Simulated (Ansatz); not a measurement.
Ansatz (a quantum-chemistry and plane-wave program) input:

Ansatz 0.2 input:
```yaml
crystal:
  periodic: [false, false, false]
  atoms:
    - {symbol: Si, position_ang: [-0.01622909, -0.85494600, 0.16534456]}
    - {symbol: F, position_ang: [-0.11736671, -1.77131459, -1.13931515]}
    - {symbol: Br, position_ang: [-1.82263161, 0.45379605, 0.21744921]}
    - {symbol: Br, position_ang: [1.85930326, 0.34366324, 0.00937972]}
basis:
  gaussian:
    orbitals: def2-TZVPD
hamiltonian:
  xc: {name: B97M-V}
magnetization: {spin_polarized: true, initial_magnetization: 1}
output: {forces: true}
```

What final total energy does it print?

-5536.78278 Eh (B97M-V/def2-TZVPD). The basis has 197 functions.

It need not be the lowest isomer of its formula.
